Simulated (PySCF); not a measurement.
Species: C3H2F3OS (charge +1).
Bonds: O1–C2 (triple), C2–C3, C3–S4, S4–C5, C5–F6, C5–F7, C5–F8. Hydrogens: H9, H10 on C3.

Method used: core-valence-separated Tamm–Dancoff BHandHLYP/aug-pcX-1 (pcseg-1 on H, def2-SVPD on S) in PySCF, non-relativistic, gas phase, PBE0-D3(BJ)/def2-SVP geometry.

Computed carbon K-edge spectrum, Gaussian lines of 0.8 eV full width, highest printed point 100; it ends one width below the last computed root. Absolute energies from this functional tend to lie a few eV below measured edges; no shift was applied.

(photon energy (eV), absorption): (284.0, 1), (284.2, 5), (284.4, 18), (284.6, 45), (284.8, 80), (285.0, 100), (285.2, 89), (285.4, 58), (285.6, 27), (285.8, 10), (286.0, 3), (286.2, 1), (286.4, 0), (286.6, 0), (286.8, 2), (287.0, 6), (287.2, 17), (287.4, 34), (287.6, 49), (287.8, 51), (288.0, 40), (288.2, 23), (288.4, 12), (288.6, 12), (288.8, 21), (289.0, 33), (289.2, 40), (289.4, 37), (289.6, 26), (289.8, 19), (290.0, 18), (290.2, 26), (290.4, 36), (290.6, 42), (290.8, 38), (291.0, 28), (291.2, 19), (291.4, 14), (291.6, 10), (291.8, 8), (292.0, 6)

Task: Assign the maxima to core holes.

Result: 4 maxima:
- 285.0 eV: C2 (triply bonded carbon), 285.01 eV, f = 0.089, 1s→π*, 50 % of the height at the exact maximum; C2 (triply bonded carbon), 285.05 eV, f = 0.087, 49 % of the height at the exact maximum
- 287.7 eV: C3 (sp3 carbon bound to sulfur), 287.67 eV, f = 0.071, 75 % of the height at the exact maximum; C3 (sp3 carbon bound to sulfur), 287.92 eV, f = 0.027, 25 % of the height at the exact maximum
- 289.2 eV: C3 (sp3 carbon bound to sulfur), 289.34 eV, f = 0.038, 50 % of the height at the exact maximum; C3 (sp3 carbon bound to sulfur), 289.10 eV, f = 0.037, 49 % of the height at the exact maximum
- 290.6 eV: C5 (CF3 carbon), 290.65 eV, f = 0.067, 91 % of the height at the exact maximum

Further lines of some strength in the range: C3, 290.13 eV, f = 0.015; C5, 291.42 eV, f = 0.015.

Roots within 0.03 eV on the same or equivalent atoms count as one line; shares under 12 % aren't listed.

Vibrational structure and lifetime widths aren't in the curve. The ionisation threshold wasn't computed; near and above it a finite basis only mimics Rydberg series and continuum.

Shape of the structure used: `[O+:1]#[C:2][CH2:3][S:4][C:5]([F:6])([F:7])[F:8]`: C2–C3–S4–C5 -81°, C3–S4–C5–F6 -66°.

One conformer stands for the species.
